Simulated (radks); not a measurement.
Question: Eu X, configuration [Kr] 4d10 4f5 5s2 5p1. Calculated with a radial shooting solver on a logarithmic mesh with Libxc functionals: scalar-relativistic Kohn-Sham, LB94 model potential, spin-polarised, spherical densities, finite nucleus; open shells are filled with parallel spins first (spin-orbit coupling, left out, can overturn this in heavy ions); Fermi nuclear charge, rms radius 5.1115 fm. Some entries of the table are withheld. Estimate them.

orbital  occ.  eigenvalue (eV)  r(max) (bohr)  <r^2> (bohr^2)
1s up       1        -48708.89        0.01419       0.0006773
1s down     1        -48708.89        0.01419       0.0006773
2s down     1        -8144.108        0.08047         0.01064
2s up       1        -8144.107        0.08047         0.01064
2p up       3        -7279.554        0.06504        0.008549
2p down     3        -7279.503        0.06504        0.008549
3s down     1        -1921.253         0.2289         0.07083
3s up       1        -1921.134         0.2289         0.07089
3p down     3        -1651.479         0.2244         0.07085
3p up       3        -1651.423         0.2244         0.07093
3d down     5        -1289.623         0.1835         0.05956
3d up       5        -1289.565         0.1835         0.05964
4s up       1        -503.0151         0.5263          0.3589
4s down     1        -499.4164         0.5263          0.3595
4p up       3        -414.2390         0.5491          0.4033
4p down     3        -410.7574         0.5493          0.4043
4d up       5        -290.1409         0.5706          0.4779
4d down     5        -286.8529         0.5711          0.4795
5s up       1        -181.8608          1.155           1.663
5s down     1        -179.3668          1.155           1.667
5p up       1              (1)          1.261           1.996
4f up       5        -153.9092         0.5686          0.6876
5p down     0              (2)          1.262           2.008
4f down     0        -150.9716         0.5697          0.6925
5d up       0        -117.8691          1.469           2.734
5d down     0        -115.6069          1.476           2.777
6s up       0              (3)          2.221           5.426
6s down     0              (4)          2.236           5.518

Answer: 
(1) 5p up eigenvalue (eV): -154.9563
(2) 5p down eigenvalue (eV): -152.4846
(3) 6s up eigenvalue (eV): -95.5534
(4) 6s down eigenvalue (eV): -94.3528
